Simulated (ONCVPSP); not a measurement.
# Ta: excitation energies, all-electron against ONCV

Ta, optimised norm-conserving Vanderbilt (ONCV), made with ONCVPSP 4.0.1 (PBE, fully relativistic). Core [Kr] 4d10 4f14, reference 5s2 5p6 5d3 (charge +2). Waves: 5s: rc 1.70 bohr, ncon 5, nbas 10, qcut 6.4 1/bohr, 1 projector; 5p: rc 2.15 bohr, ncon 4, nbas 7, qcut 5.8 1/bohr, 1 projector; 5d: rc 1.90 bohr, ncon 4, nbas 7, qcut 4.8 1/bohr, 1 projector. Local part: polynomial inside 1.55 bohr (lpopt 5, dvloc0 2 Ha). Core correction: Teter function, fcfact 5.5, rcfact 1.3.

Open shells are filled in proportion to 2j + 1.

Energies are relative to the spin-unpolarised reference configuration 5s2 5p6 5d3; without spin polarisation the order of configurations can differ from experiment.

Q: Give the all-electron excitation energy and the error of the potential for: 5s2 5p6 5d3 6s2; 5s2 5p6 5d3 6s1; 5s2 5p6 5d2; 5s2 5p6 5d2 6s2.

A:

| valence configuration | charge | ΔE all-electron (eV) | error AE − PS (meV) |
| --- | --- | --- | --- |
| 5s2 5p6 5d3 6s2 | 0 | -23.445 | -803 |
| 5s2 5p6 5d3 6s1 | +1 | -14.974 | -501 |
| 5s2 5p6 5d2 | +3 | 23.593 | -4.5 |
| 5s2 5p6 5d2 6s2 | +1 | -15.764 | -1137 |

Levels in the configuration 5s2 5p6 5d2:

```json
{"level": "5s j=1/2", "all-electron (eV)": "-100.835", "pseudo (eV)": "-100.905"}
{"level": "5p j=3/2", "all-electron (eV)": "-64.594", "pseudo (eV)": "-64.656"}
{"level": "5p j=1/2", "all-electron (eV)": "-73.521", "pseudo (eV)": "-73.587"}
{"level": "5d j=5/2", "all-electron (eV)": "-28.777", "pseudo (eV)": "-28.789"}
{"level": "5d j=3/2", "all-electron (eV)": "-29.597", "pseudo (eV)": "-29.611"}
```
